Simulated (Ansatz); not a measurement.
Consider the hydrogenolysis of a C–Si bond: `N[SiH2]C[SiH2]Cl` + H₂ → `C[SiH2]N` + `[SiH3]Cl`.

Isolated molecules relaxed with PBE0-D4/def2-TZVP in Ansatz; ΔE leaves out vibrations. CCSD(T)/CBS adds triple-zeta CCSD(T) − MP2 to the extrapolated MP2 energy (def2 sets, frozen cores). This one scheme is used for every species. DFT in def2-TZVPP. Each species was taken in one conformer, which may not be the lowest.

```
             level  ΔE (kJ/mol)
               PBE        -13.0
     HF/def2-TZVPP        -36.4
SCS-MP2/def2-TZVPP         -8.7
   CCSD/def2-TZVPP        -12.9
    MP2/def2-QZVPP          1.4
SCS-MP2/def2-QZVPP         -7.3
      HF/CBS(def2)        -36.5
    CCSD/CBS(def2)        -10.0
```

Question: What does CCSD(T)/CBS give? (Estimate.)

Answer: The calculation gave: -4.5 kJ/mol. The listed levels differ from it by -8.5, -31.9, -4.2, -8.4, 5.9, -2.8, -32.0, -5.5 kJ/mol.

Largest T1 diagnostic among the species: 0.010.

In def2-TZVPP, CCSD(T) changes the Hartree–Fock value by +29.0 kJ/mol (the triples alone add +5.6 kJ/mol) and MP2 by +36.2 kJ/mol. The D4 term adds +16.4 kJ/mol with B3LYP and +9.2 kJ/mol with PBE0; it sums over pairs of atoms, weighted by their polarisabilities, and B3LYP, whose exchange is more repulsive, gets the larger term.

B3LYP here is the variant with VWN-RPA as its local correlation; programs differ in this.
